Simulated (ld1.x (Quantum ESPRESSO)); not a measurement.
# An all-electron radial function and its pseudo partner (Sb (Z = 51))

Columns: radius, all-electron u(r) and pseudo u(r) of the 5p shell (level -5.12 eV) of antimony in the configuration [Kr] 4d10 5s1.5 5p3.5; PBE, scalar-relativistic, TM semilocal scheme, ld1.x (Quantum ESPRESSO) 7.5.

```json
{"r (bohr)": "0.113", "all-electron": "0.0343", "pseudo": "-0.0023"}
{"r (bohr)": "0.225", "all-electron": "-0.1809", "pseudo": "-0.0090"}
{"r (bohr)": "0.338", "all-electron": "-0.0807", "pseudo": "-0.0206"}
{"r (bohr)": "0.450", "all-electron": "0.1186", "pseudo": "-0.0369"}
{"r (bohr)": "0.563", "all-electron": "0.2546", "pseudo": "-0.0586"}
{"r (bohr)": "0.675", "all-electron": "0.2890", "pseudo": "-0.0857"}
{"r (bohr)": "0.788", "all-electron": "0.2424", "pseudo": "-0.1191"}
{"r (bohr)": "0.900", "all-electron": "0.1475", "pseudo": "-0.1582"}
{"r (bohr)": "1.013", "all-electron": "0.0297", "pseudo": "-0.2038"}
{"r (bohr)": "1.125", "all-electron": "-0.0908", "pseudo": "-0.2545"}
{"r (bohr)": "1.238", "all-electron": "-0.2054", "pseudo": "-0.3100"}
{"r (bohr)": "1.350", "all-electron": "-0.3068", "pseudo": "-0.3675"}
{"r (bohr)": "1.463", "all-electron": "-0.3945", "pseudo": "-0.4255"}
{"r (bohr)": "1.575", "all-electron": "-0.4664", "pseudo": "-0.4801"}
{"r (bohr)": "1.688", "all-electron": "-0.5248", "pseudo": "-0.5297"}
{"r (bohr)": "1.800", "all-electron": "-0.5699", "pseudo": "-0.5711"}
{"r (bohr)": "1.913", "all-electron": "-0.6037", "pseudo": "-0.6039"}
{"r (bohr)": "2.025", "all-electron": "-0.6273", "pseudo": "-0.6273"}
{"r (bohr)": "2.138", "all-electron": "-0.6422", "pseudo": "-0.6422"}
{"r (bohr)": "2.250", "all-electron": "-0.6495", "pseudo": "-0.6495"}
{"r (bohr)": "2.363", "all-electron": "-0.6506", "pseudo": "-0.6506"}
{"r (bohr)": "2.475", "all-electron": "-0.6464", "pseudo": "-0.6464"}
{"r (bohr)": "2.588", "all-electron": "-0.6377", "pseudo": "-0.6377"}
{"r (bohr)": "2.700", "all-electron": "-0.6255", "pseudo": "-0.6255"}
{"r (bohr)": "2.813", "all-electron": "-0.6104", "pseudo": "-0.6104"}
{"r (bohr)": "2.925", "all-electron": "-0.5932", "pseudo": "-0.5932"}
```

(1) How many radial nodes do the two functions have?

(2) At about which radius was the pseudo-wave matched?

(3) Where does each function peak?

(4) Is the pseudo-wave norm-conserving?

Results:

(1) The all-electron 5p function has n − l − 1 = 3; the pseudo-wave has 0, since the states of the same l below it are removed with the core.

(2) 2.25 bohr. The columns agree to 0.0005 from 1.91 bohr on; several derivatives are matched, so the curves merge somewhat inside the radius.

(3) Outermost all-electron maximum near 2.36 bohr, pseudo maximum near 2.36 bohr (to the table’s step).

(4) Yes: the TM semilocal scheme keeps the norm inside the radius equal to the all-electron one, which fixes the energy derivative of the logarithmic derivative at the level.
